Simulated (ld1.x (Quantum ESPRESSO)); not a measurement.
## What the settings do to the TM potential of tantalum (Ta)

Base potential:

```json
{"Element": "Ta", "Generator": "ld1.x (Quantum ESPRESSO) 7.5", "Type": "norm-conserving Troullier–Martins (Kleinman–Bylander form)", "Functional": "LDA (PZ)", "Relativity": "fully relativistic", "Frozen core": "[Kr] 4d10 4f14", "Valence charge": "13", "Reference configuration": "5s2 5p6 5d3 6s1 6p0 (charge +1)", "Partial waves": "5p (bound): rc 1.80 bohr; 5d (bound): rc 2.50 bohr; 5s (bound): rc 1.85 bohr", "Local potential": "the s channel", "Core correction": "Bessel-smoothed model core inside 1.50 bohr"}
```

Open shells are filled in proportion to 2j + 1 (rel_dist='average').

Occupied shells without a wave of their own: 6s. They enter only through the test configuration that unscreens the potential, and ld1.x also counts them in the model core charge.

All-electron outer shells of the reference configuration (LDA (PZ), scalar-relativistic, ld1.x):

```
shell  level (eV)  outermost node (bohr)  outermost maximum (bohr)
   5s      -80.48                   0.54                      0.98
   5p      -46.86                   0.58                      1.13
   4f      -32.23                      –                      0.44
   6s      -11.91                   1.32                      2.64
   5d      -10.76                   0.65                      1.58
   6p       -6.79                   1.58                      3.44
```

Cutoffs, loose and tight: the cutoffs (Ry, on a coarse ladder) from which the occupation-weighted sum of valence levels, in a spherical-Bessel basis at the reference potential, stays within 10 and 1 mRy of its value at 400 Ry. They do not see the model core or the augmentation charge, which bear on the density cutoff. Test errors are all-electron minus pseudo excitation energies from the reference, over the configurations 5s2 5p6 5d3 6s2 6p0; 5s2 5p6 5d3 6s0 6p0; 5s2 5p6 5d2 6s0 6p0; 5s2 5p6 5d3 6s0 6p1; 5s2 5p6 5d2 6s2 6p0; 5s2 5p6 5d3 6s1.5 6p0; 5s2 5p6 5d4 6s0 6p0. A dash means not determined; rows that change the core or the reference have their own tests.

With those shells counted twice in exchange and correlation these files are broken, and their errors move erratically; no question is asked of them.

Cutoffs are not given where the Bessel-basis levels miss the radial ones by over 6 mRy, ghosts where they miss by over 20 mRy; a channel whose overlap is not positive is not tested.

```tsv
change	outcome	cutoff, loose	cutoff, tight	bound ghosts	largest test error (meV)
base	generated, misses its reference levels by 2.55 eV	–	–	none	-4435
core correction Bessel-smoothed model core inside 2.00 bohr	generated, misses its reference levels by 2.55 eV	–	–	none	-4427
local potential the d channel	generated, misses its reference levels by 0.68 eV	45 Ry	70 Ry	none	-770
all radii but the core radius scaled by about 0.87 (s 1.60, p 1.56, d 2.16 bohr)	generated, misses its reference levels by 0.99 eV	–	–	not determined	-1971
non-relativistic	generated, misses its reference levels by 1.25 eV	45 Ry	70 Ry	none	-2556
wave 5s (bound): rc 1.85 bohr becomes 5s (bound): rc 1.84 bohr	generated, misses its reference levels by 2.55 eV	–	–	none	-4435
wave 5d (bound): rc 2.50 bohr becomes 5d (bound): rc 2.88 bohr	generated, misses its reference levels by 2.55 eV	–	–	none	-4425
functional PBE	generated, misses its reference levels by 2.50 eV	–	–	none	-4294
wave 5p (bound): rc 1.80 bohr becomes 5p (bound): rc 2.16 bohr	generated, misses its reference levels by 2.55 eV	35 Ry	60 Ry	none	-4431
reference 5s2 5p6 5d3 6s1 6p1	generated, misses its reference levels by 2.35 eV	–	–	none	-5925
type PAW; waves now 5s (bound): rcut 1.60, rcutus 1.85 bohr; 6s (bound): rcut 1.60, rcutus 1.85 bohr; 5p (bound): rcut 1.70, rcutus 1.80 bohr; 6p (bound): rcut 1.70, rcutus 1.80 bohr; 5d (bound): rcut 2.15, rcutus 2.50 bohr; 5d channel at 3.6 Ry: rcut 2.15, rcutus 2.50 bohr; local potential all-electron potential smoothed inside 2.00 bohr (lloc = -2); augmentation PSQ, inside the norm-conserving radii	generated	–	–	not determined	-47
```
